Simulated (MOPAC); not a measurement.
Input file for MOPAC: AM1 on BFGeH4 (SMILES F[BH][GeH3]), a point of a bond scan (R = 1.058 Å).

```
AM1 1SCF PRECISE CHARGE=0 THREADS=1
BFGeH4

B      0.46769721 1    -1.26888638 1    -0.23111118 1
F     -0.24449874 1    -2.01371714 1     0.01045904 1
Ge     0.00616065 1     0.74780905 1     0.02847255 1
H      0.13636752 1     1.48871861 1    -1.31738345 1
H     -1.41069293 1     0.98372387 1     0.57986645 1
H      1.02005387 1     1.39342996 1     0.99409325 1
H      1.52157430 1    -1.65200678 1    -0.64980621 1
```

The log:

```
*******************************************************************************
 **                                                                           **
 **                              MOPAC v23.2.5                                **
 **                                                                           **
 *******************************************************************************
 ** MOPAC's Digital Object Identifier: https://doi.org/10.5281/zenodo.6511958 **
 **                                                                           **
 ** Please cite the open-source release paper for use of this MOPAC version:  **
 ** J. E. Moussa and J. J. P. Stewart (2026)                                  **
 ** MOPAC: An open-source semiempirical molecular orbital program             **
 ** J. Open Source Softw., 11(119), 8025, https://doi.org/10.21105/joss.08025 **
 *******************************************************************************

                              AM1 CALCULATION RESULTS

 *******************************************************************************
 *  AM1        - The AM1 Hamiltonian to be used
 *
 *
 *
 *                 CHARGE ON SYSTEM = 0
 *
 *
 *
 *  PRECISE    - TIGHTER CRITERIA TO BE USED
 *  1SCF       - DO 1 SCF AND THEN STOP
 *  THREADS=1  - MULTI-THREADING NOT USED
 *  T=         - A TIME OF 172800.0 SECONDS REQUESTED
 *  DUMP=N     - RESTART FILE WRITTEN EVERY 7200.0 SECONDS REQUESTED
 *******************************************************************************
AM1 1SCF PRECISE CHARGE=0 THREADS=1
 BFGeH4

   ATOM   CHEMICAL          X               Y               Z
  NUMBER   SYMBOL      (ANGSTROMS)     (ANGSTROMS)     (ANGSTROMS)

     1       B          0.46769721  *  -1.26888638  *  -0.23111118  *
     2       F         -0.24449874  *  -2.01371714  *   0.01045904  *
     3      Ge          0.00616065  *   0.74780905  *   0.02847255  *
     4       H          0.13636752  *   1.48871861  *  -1.31738345  *
     5       H         -1.41069293  *   0.98372387  *   0.57986645  *
     6       H          1.02005387  *   1.39342996  *   0.99409325  *
     7       H          1.52157430  *  -1.65200678  *  -0.64980621  *



          CARTESIAN COORDINATES

    NO.       ATOM           X           Y           Z

     1         B          0.4677     -1.2689     -0.2311
     2         F         -0.2445     -2.0137      0.0105
     3        Ge          0.0062      0.7478      0.0285
     4         H          0.1364      1.4887     -1.3174
     5         H         -1.4107      0.9837      0.5799
     6         H          1.0201      1.3934      0.9941
     7         H          1.5216     -1.6520     -0.6498

  H: (AM1): M.J.S. DEWAR ET AL, J. AM. CHEM. SOC. 107 3902-3909 (1985)
  B: (AM1): M.J.S. DEWAR ET AL, ORGANOMETALLICS, 7, 513-521 (1988)
  F: (AM1): M.J.S. DEWAR AND E. G. ZOEBISCH, THEOCHEM, 180, 1 (1988).
 Ge: (AM1): M.J.S.Dewar and C.Jie, Organometallics, 8, 1544, (1989)

           Empirical Formula: H4 B F Ge  =     7 atoms



      MOLECULAR POINT GROUP   :   Cs


      RHF CALCULATION, NO. OF DOUBLY OCCUPIED LEVELS = 9


 -------------------------------------------------------------------------------
 AM1 1SCF PRECISE CHARGE=0 THREADS=1
 BFGeH4



     1SCF WAS SPECIFIED, SO BFGS WAS NOT USED
     SCF FIELD WAS ACHIEVED


                              AM1 CALCULATION
                                                       MOPAC v23.2.5 Linux




          FINAL HEAT OF FORMATION =         22.91961 KCAL/MOL =      95.89566 KJ/MOL


          COSMO AREA              =        104.37 SQUARE ANGSTROMS
          COSMO VOLUME            =         90.96 CUBIC ANGSTROMS

          IONIZATION POTENTIAL    =          9.404273 EV
          HOMO LUMO ENERGIES (EV) =         -9.404  0.315
          NO. OF FILLED LEVELS    =          9
          MOLECULAR WEIGHT        =        106.4300         POINT GROUP:  Cs

          MOLECULAR DIMENSIONS (Angstroms)

            Atom       Atom       Distance
            H     7    H     5     4.13006
            F     2    H     6     3.42230
            H     6    H     4     2.30869


          SCF CALCULATIONS        =          1





   ATOM   CHEMICAL          X               Y               Z
  NUMBER   SYMBOL      (ANGSTROMS)     (ANGSTROMS)     (ANGSTROMS)

     1       B          0.46769721  *  -1.26888638  *  -0.23111118  *
     2       F         -0.24449874  *  -2.01371714  *   0.01045904  *
     3      Ge          0.00616065  *   0.74780905  *   0.02847255  *
     4       H          0.13636752  *   1.48871861  *  -1.31738345  *
     5       H         -1.41069293  *   0.98372387  *   0.57986645  *
     6       H          1.02005387  *   1.39342996  *   0.99409325  *
     7       H          1.52157430  *  -1.65200678  *  -0.64980621  *

                             CARTESIAN COORDINATES

   1    B        0.467697210    -1.268886380    -0.231111180
   2    F       -0.244498740    -2.013717140     0.010459040
   3   Ge        0.006160650     0.747809050     0.028472550
   4    H        0.136367520     1.488718610    -1.317383450
   5    H       -1.410692930     0.983723870     0.579866450
   6    H        1.020053870     1.393429960     0.994093250
   7    H        1.521574300    -1.652006780    -0.649806210


           Empirical Formula: H4 B F Ge  =     7 atoms



      MOLECULAR POINT GROUP   :   Cs


                  EIGENVALUES
 -58.35129 -22.81476 -20.11335 -19.36593 -15.76175 -13.26340 -11.19136 -11.15655
  -9.40427   0.31536   1.19093   1.25869   2.37864   3.44166   4.53984   7.70274


              NET ATOMIC CHARGES AND DIPOLE CONTRIBUTIONS

  ATOM NO.   TYPE          CHARGE      No. of ELECS.   s-Pop       p-Pop
    1          B           0.328174        2.6718     1.15266     1.51917
    2          F           0.043763        6.9562     1.74728     5.20895
    3         Ge          -0.587211        4.5872     0.96872     3.61849
    4          H           0.092668        0.9073     0.90733
    5          H           0.081897        0.9181     0.91810
    6          H           0.092668        0.9073     0.90733
    7          H          -0.051958        1.0520     1.05196
 DIPOLE           X         Y         Z       TOTAL
 POINT-CHG.     0.249    -2.451    -0.196     2.471
 HYBRID        -0.409     0.522     0.178     0.686
 SUM           -0.160    -1.929    -0.018     1.936


          ATOMIC ORBITAL ELECTRON POPULATIONS

     Atom    s        px        py        pz
    1  B   1.15266   0.59653   0.56111   0.36154
    2  F   1.74728   1.77603   1.73202   1.70090
    3 Ge   0.96872   1.14417   1.31825   1.15607
    4  H   0.90733
    5  H   0.91810
    6  H   0.90733
    7  H   1.05196

 **********************
 *                    *
 * JOB ENDED NORMALLY *
 *                    *
 **********************




 == MOPAC DONE ==
```

The run finished.

Cost: around 0.020 core-seconds (rough).
